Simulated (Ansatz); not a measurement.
Gas-phase electronic energies from Ansatz, PBE0-D4/def2-TZVP geometries. CBS: MP2 limit from def2 TZ/QZ plus the TZ coupled-cluster correction, frozen cores. This one scheme is used for every species. DFT in def2-TZVPP. B3LYP here is the variant with VWN-RPA as its local correlation; programs differ in this. One conformer a species, not always the lowest.

Consider the ligand exchange at the Si–S bond: `N[SiH2][SiH](O)S` + NH₃ → `N[SiH2][SiH](N)O` + H₂S.

`N[SiH2][SiH](O)S`:

Z-matrix (Å, degrees):
```
Si
Si 1 2.343
N 1 1.732 2 102.9
H 1 1.495 2 112.1 3 -125.6
H 1 1.488 2 111.2 3 114.1
S 2 2.148 1 103.0 3 67.1
O 2 1.649 1 109.5 3 -53.2
H 2 1.482 1 117.6 3 -172.1
H 3 1.009 1 118.3 2 -59.4
H 3 1.009 1 119.2 2 161.9
H 6 1.345 2 95.7 1 -176.3
H 7 0.961 2 115.1 1 41.9
```

NH₃:

Z-matrix (Å, degrees):
```
N
H 1 1.013
H 1 1.013 2 107.1
H 1 1.013 2 107.1 3 -114.5
```

`N[SiH2][SiH](N)O`:

Z-matrix (Å, degrees):
```
Si
Si 1 2.355
N 1 1.741 2 106.5
H 1 1.490 2 111.0 3 -114.7
H 1 1.497 2 112.0 3 126.3
O 2 1.655 1 115.0 3 -100.5
N 2 1.710 1 101.4 3 22.1
H 2 1.486 1 113.1 3 143.8
H 3 1.009 1 118.3 2 62.4
H 3 1.009 1 118.0 2 -161.8
H 6 0.959 2 116.3 1 64.9
H 7 1.008 2 119.5 1 1.8
H 7 1.006 2 124.9 1 163.7
```

H₂S:

Z-matrix (Å, degrees):
```
S
H 1 1.341
H 1 1.341 2 92.3
```

| level | ΔE (kJ/mol) | difference from CCSD(T)/CBS |
| --- | --- | --- |
| PBE-D4 | 19.7 | 8.2 |
| PBE0-D4 | 17.5 | 6.0 |
| B3LYP-D4 | 11.0 | -0.5 |
| PBE | 17.6 | 6.1 |
| r2SCAN | 14.8 | 3.3 |
| HF/def2-TZVPP | 2.1 | -9.4 |
| MP2/def2-TZVPP | 12.6 | 1.1 |
| CCSD(T)/def2-TZVPP | 9.2 | -2.3 |
| HF/def2-QZVPP | 1.1 | -10.4 |
| SCS-MP2/def2-QZVPP | 10.0 | -1.5 |
| CCSD(T)/CBS | 11.5 | 0 |

Largest T1 diagnostic among the species: 0.012.

In def2-TZVPP, CCSD(T) changes the Hartree–Fock value by +7.0 kJ/mol (the triples alone add +2.4 kJ/mol) and MP2 by +10.4 kJ/mol. The D4 term adds +3.7 kJ/mol with B3LYP and +2.1 kJ/mol with PBE0; it sums over pairs of atoms, weighted by their polarisabilities, and B3LYP, whose exchange is more repulsive, gets the larger term.
